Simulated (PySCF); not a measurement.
Compound: C5H6ClF3O.
InChI=1S/C5H6ClF3O/c1-3(4(6)10)2-5(7,8)9/h3H,2H2,1H3/t3-/m0/s1

Torsions of this conformer, `[CH3:1][C@@H:2]([CH2:3][C:4]([F:5])([F:6])[F:7])[C:8](=[O:9])[Cl:10]`: C1–C2–C3–C4 -160°, C2–C3–C4–F5 -177°, C1–C2–C8–O9 -98°.

The closed-shell ground state was solved at several levels (PySCF, density fitting, gas phase, non-relativistic). Geometry: PBE0-D3(BJ)/def2-SVP, one conformer, isolated molecule.

| level | basis functions | HOMO (eV) | LUMO (eV) | gap (eV) | dipole (D) |
| --- | --- | --- | --- | --- | --- |
| wB97X-D/pcSseg-1 | 207 | -10.69 | 0.56 | 11.25 | 3.68 |
| PBE0/pcSseg-1 | 207 | -8.79 | -1.27 | 7.52 | 3.60 |

(1) What might CAM-B3LYP/def2-SVPD (267 basis functions) give for the same quantities?

(2) Over all these levels, which gives the widest orbital gap and which the narrowest?

(3) How far do the dipole and the HOMO energy spread over the levels?

## Answers

(1) HOMO -10.24 eV, LUMO -0.23 eV, gap 10.01 eV, dipole 3.66 D.

(2) wB97X-D/pcSseg-1 (range-separated hybrid) has the widest, 11.25 eV, and PBE0/pcSseg-1 (global hybrid, 25 % exact exchange) the narrowest, 7.52 eV. The two share the basis. From the narrowest to the widest the HOMO moves by -1.90 eV and the LUMO by +1.83 eV.

(3) The dipole runs from 3.60 to 3.68 D (mean 3.65 D) and the HOMO from -10.69 to -8.79 eV.
